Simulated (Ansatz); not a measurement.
Relaxation of CH$_{6}$BClO (10 atoms, charge 0, multiplicity 1), to a largest force component of 0.03 eV/Å in at most 50 steps.

All numbers below come from RHF/def2-SVP in Ansatz 0.2.0.

```xyz
10
Properties=species:S:1:pos:R:3
B 0.075 -0.238 -0.089
H 0.006 -0.368 1.095
C 1.428 -0.119 -0.864
H 1.826 -1.133 -0.993
H 1.312 0.319 -1.855
H 2.167 0.448 -0.296
Cl -1.472 -0.388 -0.959
O -0.324 2.126 0.939
H -1.216 2.331 0.701
H -0.389 1.398 1.575
```

**Question.** Where does it end, and by what steps?

**Answer.** The run converged. After 34 steps the energy has fallen by 0.222 eV; H9 moved furthest, 1.02 Å. Joined: B1–O8 (2.61 → 1.74 Å).

```tsv
step	energy less start (eV)	largest force component (eV/Å)	accepted
0	0.0000	1.271	yes
2	-0.0470	1.349	no
4	-0.1311	0.167	yes
6	-0.1405	0.178	yes
8	-0.1490	0.109	yes
10	-0.1347	1.555	no
12	-0.1555	0.486	no
14	-0.1681	0.034	yes
16	-0.1725	0.094	yes
18	-0.1785	0.204	yes
20	-0.1923	0.419	yes
22	-0.2082	0.072	yes
24	-0.2109	0.034	yes
26	-0.2125	0.383	no
28	-0.2158	0.095	yes
30	-0.2184	0.049	yes
32	-0.2202	0.272	yes
34	-0.2218	0.028	yes
```

```xyz
10
Properties=species:S:1:pos:R:3
B 0.065 -0.056 0.198
H 0.162 -0.641 1.243
C 1.319 0.040 -0.773
H 1.518 -0.944 -1.205
H 1.158 0.726 -1.611
H 2.220 0.353 -0.240
Cl -1.570 -0.381 -0.646
O -0.165 1.564 0.781
H -0.438 2.137 0.073
H -0.855 1.578 1.435
```

Whether the end is a true minimum wasn't checked by a vibrational analysis.

The run took 58 s on 1 thread of Arm Neoverse V2 (shared host), peak memory 0.15 GiB.
